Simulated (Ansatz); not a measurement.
Cl3Te, doublet, at a GFN2-xTB geometry (the spin is typed, not shown lowest) (core potentials on Te); BLYP/def2-SVP (Ansatz, a quantum-chemistry and plane-wave program).

Input for Ansatz:
Ansatz 0.2 input:
```yaml
crystal:
  periodic: [false, false, false]
  atoms:
    - {symbol: Te, position_ang: [0.24251408, 0.09021167, 0.37458785]}
    - {symbol: Cl, position_ang: [2.09821989, -0.02188028, -1.22814728]}
    - {symbol: Cl, position_ang: [-1.70711670, -0.93683014, 1.45583415]}
    - {symbol: Cl, position_ang: [-1.13291096, 0.68276885, -1.37348501]}
basis:
  gaussian:
    orbitals: def2-SVP
hamiltonian:
  xc: blyp
magnetization: {spin_polarized: true, initial_magnetization: 1}
```

Problem. Predict the main parts of the log of this Ansatz run.

Solution. 
```
Functional definition: BLYP
905 factors; their error is unknown
mean field evaluation 1: about -44845.6689 eV, gradient 2.0e1 eV
mean field evaluation 2: about -44827.0754 eV, gradient 5.7e1 eV
mean field evaluation 4: about -44848.1806 eV, gradient 5.0e0 eV
mean field evaluation 8: about -44848.3447 eV, gradient 3.4e-2 eV
mean field evaluation 16: about -44848.3054 eV, gradient 4.9e-5 eV
mean field -44848.30541128 eV, -1648.1448245912 hartree, gradient 1.5e-5 eV, S^2 0.750981; 3 other end points of the search recorded, 0 dependent functions left out
reference -44848.30570775 eV, -1648.1448354862 hartree; 38, 37 occupied and 42, 43 virtual orbitals, 905 factors
Total energy: -44848.30570775 eV, -1648.1448354862 hartree
```
